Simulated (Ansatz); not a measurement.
C$_{3}$H$_{6}$Zn. The species carries charge 0 and has multiplicity 1. The bonds changed during the relaxation, so this is another structure than the one it started from.

```json
{"atom": "C1", "x (Å)": "-0.646", "y (Å)": "0.676", "z (Å)": "0.774"}
{"atom": "C2", "x (Å)": "0.567", "y (Å)": "0.421", "z (Å)": "-0.050"}
{"atom": "C3", "x (Å)": "0.566", "y (Å)": "-0.132", "z (Å)": "-1.256"}
{"atom": "Zn4", "x (Å)": "-0.249", "y (Å)": "-3.176", "z (Å)": "0.677"}
{"atom": "H5", "x (Å)": "-0.596", "y (Å)": "0.126", "z (Å)": "1.721"}
{"atom": "H6", "x (Å)": "-0.732", "y (Å)": "1.736", "z (Å)": "1.032"}
{"atom": "H7", "x (Å)": "-1.556", "y (Å)": "0.373", "z (Å)": "0.253"}
{"atom": "H8", "x (Å)": "1.519", "y (Å)": "0.709", "z (Å)": "0.392"}
{"atom": "H9", "x (Å)": "1.486", "y (Å)": "-0.298", "z (Å)": "-1.805"}
{"atom": "H10", "x (Å)": "-0.358", "y (Å)": "-0.435", "z (Å)": "-1.739"}
```

Q: What are the harmonic wavenumbers in cm⁻¹ at PBE0-D4/def2-TZVP (Ansatz, finite differences of forces, unscaled)? (Estimate.)

A: Computed: 43, 45, 48, 207, 423, 593, 941, 942, 948, 1029, 1067, 1194, 1326, 1397, 1443, 1467, 1483, 1726, 3034, 3090, 3125, 3147, 3155, 3239.

Q: Is this a minimum?

A: Yes, all 24 modes are real.

Q: Give the ideal-gas thermochemistry at 298.15 K and 1 bar (rigid rotor, harmonic oscillator; point group C1, symmetry number 1).

A: Zero-point energy 210.0 kJ/mol; H(298) − E = 229.9 kJ/mol; entropy 361.7 J/(mol·K), of which translation 167.2, rotation 114.7, vibration 79.8; G(298) − E = 122.0 kJ/mol. Modes under 100 cm⁻¹ are hindered rotations or soft bends, so the harmonic entropy is rough.

Q: And at 400, 500, 600, 800 and 1000 K?

A: 
```csv
T (K),H − E (kJ/mol),S (J/mol/K),G − E (kJ/mol)
400,239.6,389.8,83.7
500,250.9,414.8,43.5
600,263.5,437.8,0.8
800,292.3,479.1,-90.9
1000,324.9,515.3,-190.5
```
